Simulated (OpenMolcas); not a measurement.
# C III: effect of the active space

- Program: OpenMolcas
- Method: CASSCF
- Basis: ANO-R1
- Scalar Hamiltonian: X2C, finite nucleus
- Spin-orbit coupling: state interaction with AMFI integrals over the reference wave functions, term energies averaged over their components

A. 2 electrons in 4 orbitals (2s 2p); 2S+1 = 3 even, 3 roots; 2S+1 = 1 even, 7 roots; 2S+1 = 3 odd, 3 roots; 2S+1 = 1 odd, 3 roots; cost about 9 core-seconds
B. 2 electrons in 8 orbitals (2s 2p 3s 3p); 2S+1 = 3 even, 3 roots; 2S+1 = 1 even, 7 roots; 2S+1 = 3 odd, 3 roots; 2S+1 = 1 odd, 3 roots; cost roughly 18 core-seconds

Energies in cm-1 above 2s2 1S0, the measured ground level; measured values from Moore, Selected Tables of Atomic Spectra, NSRDS-NBS 3, section 3.

```csv
Level,A,B,Measured
2s2 1S0,0.0,0.0,0.0
2s 2p 3P* 0,53481,53922,52367
2s 2p 3P* 1,53506,53947,52391
2s 2p 3P* 2,53556,53997,52447
2s 2p 1P* 1,114082,113950,102352
2p2 3P0,140102,140464,137426
2p2 3P1,140126,140489,137454
2p2 3P2,140175,140537,137502
2p2 1D2,156998,157148,145876
2p2 1S0,196980,193685,182520
```

Deviations, from unrounded energies. A percentage is the sum of absolute deviations over the sum of measured energies, with the sign that they share, or ± where signs differ.

```json
{"Against measurement": "mean absolute deviation (cm-1)", "Levels": "9", "A": "5400", "B": "5300"}
{"Against measurement": "other configurations (%)", "Levels": "9", "A": "+4.9", "B": "+4.8"}
```

A, B lie about equally close to measurement. The largest miss of B in the table is 2s 2p 1P* 1, by +12000 cm-1. The ranking rests on the paired levels alone, and a cruder setting can come out closer through cancelling errors.

Between A and B the level of the table that moves most is 2p2 1S0, by 3300 cm-1 (lowest in B, highest in A).

Active for correlation alone: 3p 3s; no level in the range computed is led by a configuration that fills them, so any true level of that kind is missing (holds for B). Computed and measured levels are paired by configuration, term and J; levels that our copy of the source lacks, or whose pairing is in doubt (as where it misses far off the trend of its configuration), stay unpaired and out of the deviations. Levels of configurations outside the active space are missing.

* marks odd parity.
